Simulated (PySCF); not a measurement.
B(F)2(OAc) (C₂H₃BF₂O₂), SMILES CC(=O)OB(F)F.

Geometry optimised at ωB97X-D3(BJ)/def2-SVP. One conformer was computed; it need not be the lowest.

Two levels are set side by side: TDA-PBE/def2-SVPD (PySCF) and TDA-LC-ωPBE/def2-SVPD (PySCF). Vertical, same geometry. The lowest singlet is HOMO→LUMO 100 % with PBE and HOMO→LUMO 84 % with the other functional; states are paired by order. Differences are taken from unrounded values.

```csv
quantity,TDA-LC-ωPBE
lowest singlet excitation (eV),5.68
lowest triplet excitation (TDA) (eV),5.07
first bright state (f over 0.05) (eV),8.80
its oscillator strength,0.08
```

Q: What does TDA-PBE give, and how far is it from TDA-LC-ωPBE? (Estimate from the structure and the level; the computed values follow.)

A: 
```csv
quantity,TDA-PBE,TDA-PBE minus TDA-LC-ωPBE
lowest singlet excitation (eV),5.29,-0.40
lowest triplet excitation (TDA) (eV),4.76,-0.31
first bright state (f over 0.05) (eV),7.82,-0.97
its oscillator strength,0.12,0.04
```

Functionals without exact exchange tend to place singlet excitations lower, as here. Differences between two approximate levels are no errors against the true value.

Rough cost on one machine, each run with all the roots and properties that it gave: TDA-LC-ωPBE against TDA-PBE about 3 times.
